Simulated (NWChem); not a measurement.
Everything below was run with NWChem. System: Cl2Hg, charge 0, spin multiplicity 1, at a geometry optimised with PBE0/def2-SVP with def2 effective core potentials on Hg. The structure started from a generated list of species. Level: constrained PBE/def2-SVP with def2 effective core potentials on Hg.

Part of the output:

```
             Northwest Computational Chemistry Package (NWChem) 7.3.0
             --------------------------------------------------------

                                NWChem Input Module
                                -------------------

 Scaling coordinates for geometry "geometry" by  1.889725989
 (inverse scale =  0.529177249)

                             Geometry "geometry" -> ""
                             -------------------------

 Output coordinates in angstroms (scale by  1.889725989 to convert to a.u.)

  No.       Tag          Charge          X              Y              Z
 ---- ---------------- ---------- -------------- -------------- --------------
    1 Hg                  80.0000     0.00000000     0.00000000     0.00000000
    2 Cl                  17.0000     0.00000000     0.00000000     2.28228400
    3 Cl                  17.0000     0.00000000     0.00000000    -2.28228400

 Effective nuclear repulsion energy (a.u.)     664.1716060576

            Nuclear Dipole moment (a.u.)
            ----------------------------
        X                 Y               Z
 ---------------- ---------------- ----------------
     0.0000000000     0.0000000000     0.0000000000


 Summary of "ao basis" -> "" (spherical)
 ------------------------------------------------------------------------------
       Tag                 Description            Shells   Functions and Types
 ---------------- ------------------------------  ------  ---------------------
 *                          def2-svp                  on all atoms

 Summary of "ao basis" -> "ao basis" (spherical)
 ------------------------------------------------------------------------------
       Tag                 Description            Shells   Functions and Types
 ---------------- ------------------------------  ------  ---------------------
 Hg                         def2-svp                12       32   6s3p2d1f
 Cl                         def2-svp                 8       18   4s3p1d

 Summary of "ao basis" -> "ao basis" (spherical)
 ------------------------------------------------------------------------------
       Tag                 Description            Shells   Functions and Types
 ---------------- ------------------------------  ------  ---------------------
 Hg                         def2-svp                12       32   6s3p2d1f
 Cl                         def2-svp                 8       18   4s3p1d

            General Information
[...]
    59      0.339453  3 Cl py                58      0.324502  3 Cl px
    56      0.193531  3 Cl py                55      0.185007  3 Cl px
    17      0.160706  1 Hg d -1              19     -0.153628  1 Hg d  1
    44     -0.127821  2 Cl py                43     -0.122191  2 Cl px

 Vector   28  Occ=0.000000D+00  E=-8.973346D-02
              MO Center=  2.2D-08,  3.2D-09, -1.8D-01, r^2= 4.8D+00
   Bfn.  Coefficient  Atom+Function         Bfn.  Coefficient  Atom+Function
  ----- ------------  ---------------      ----- ------------  ---------------
     6      0.565034  1 Hg s                  5      0.554813  1 Hg s
    63     -0.505304  3 Cl pz                45      0.454978  2 Cl pz
     3     -0.389364  1 Hg s                 18      0.381466  1 Hg d  0
    60     -0.308633  3 Cl pz                42      0.258831  2 Cl pz
     2      0.256308  1 Hg s                 36     -0.208071  2 Cl s

 Vector   29  Occ=0.000000D+00  E=-2.045879D-02
              MO Center= -2.8D-08,  2.7D-08, -7.3D-02, r^2= 5.1D+00
   Bfn.  Coefficient  Atom+Function         Bfn.  Coefficient  Atom+Function
  ----- ------------  ---------------      ----- ------------  ---------------
    14     -0.698832  1 Hg py                13      0.692145  1 Hg px
    62      0.198423  3 Cl py                61     -0.196524  3 Cl px
     8      0.188752  1 Hg py                 7     -0.186946  1 Hg px
    44      0.168481  2 Cl py                43     -0.166869  2 Cl px
    59      0.118541  3 Cl py                58     -0.117407  3 Cl px

 Vector   30  Occ=0.000000D+00  E=-2.045879D-02
              MO Center= -6.4D-08, -6.3D-08, -7.3D-02, r^2= 5.1D+00
   Bfn.  Coefficient  Atom+Function         Bfn.  Coefficient  Atom+Function
  ----- ------------  ---------------      ----- ------------  ---------------
    13      0.698832  1 Hg px                14      0.692145  1 Hg py
    61     -0.198423  3 Cl px                62     -0.196524  3 Cl py
     7     -0.188752  1 Hg px                 8     -0.186946  1 Hg py
    43     -0.168481  2 Cl px                44     -0.166869  2 Cl py
    58     -0.118541  3 Cl px                59     -0.117407  3 Cl py

     ---------------------------------------------
      Total Density - Mulliken Population Analysis
     ---------------------------------------------

    Atom       Charge   Shell Charges
 -----------   ------   -------------------------------------------------------
    1 Hg  20    20.01   0.13 -0.58  1.91  0.55  1.00  0.32  5.67  0.45  0.54  8.75  1.25  0.01
    2 Cl  17    17.27   2.00  1.98  1.28  0.69  5.93  2.12  3.25  0.02
    3 Cl  17    16.72   2.00  1.98  1.32  0.53  5.93  2.10  2.84  0.02

     -------------------------------------------
      Total Density - Lowdin Population Analysis
     -------------------------------------------

    Atom       Charge   Shell Charges
 -----------   ------   -------------------------------------------------------
    1 Hg  20    20.23   0.00  0.01  1.06  0.91  0.76  0.49  4.98  1.15  0.74  8.35  1.77  0.01
    2 Cl  17    17.07   2.00  1.96  1.05  0.79  5.82  2.25  3.18  0.02
    3 Cl  17    16.70   2.00  1.96  1.06  0.76  5.81  2.18  2.91  0.02

 center of mass
 --------------
 x =   0.00000000 y =   0.00000000 z =   0.00000000

 moments of inertia (a.u.)
 ------------------
        1300.913404499137           0.000000000000           0.000000000000
           0.000000000000        1300.913404499137           0.000000000000
           0.000000000000           0.000000000000           0.000000000000

     Multipole analysis of the density
     ---------------------------------

     L   x y z        total         alpha         beta         nuclear
     -   - - -        -----         -----         ----         -------
     0   0 0 0     -0.000000    -27.000000    -27.000000     54.000000

     1   1 0 0     -0.000000     -0.000000     -0.000000      0.000000
     1   0 1 0     -0.000000     -0.000000     -0.000000      0.000000
     1   0 0 1     -1.261675     -0.630837     -0.630837      0.000000

     2   2 0 0    -36.377999    -18.189000    -18.189000      0.000000
     2   1 1 0      0.000000      0.000000      0.000000      0.000000
     2   1 0 1      0.000000      0.000000      0.000000      0.000000
     2   0 2 0    -36.377999    -18.189000    -18.189000      0.000000
     2   0 1 1      0.000000      0.000000      0.000000      0.000000
     2   0 0 2    -36.983194   -334.709143   -334.709143    632.435092

 Task  times  cpu:        3.0s     wall:        3.0s

 Total times  cpu:        3.0s     wall:        3.0s
```

**Question.** Write an NWChem input that would produce this output.

**Answer.** This is not unique; one that fits is 
```
start mol
memory heap 200 mb stack 900 mb global 1100 mb
geometry units angstroms nocenter noautoz noautosym
  Hg     0.000000     0.000000     0.000000
  Cl     0.000000     0.000000     2.282284
  Cl     0.000000     0.000000    -2.282284
end
basis spherical
  * library def2-svp
end
ecp
  Hg library def2-ecp
end
dft
  xc xpbe96 cpbe96
  semidirect memsize 60000000 filesize 0
  iterations 100
  convergence nolevelshifting
  cdft 3 3 charge 0.3 pop lowdin
end
task dft energy
```
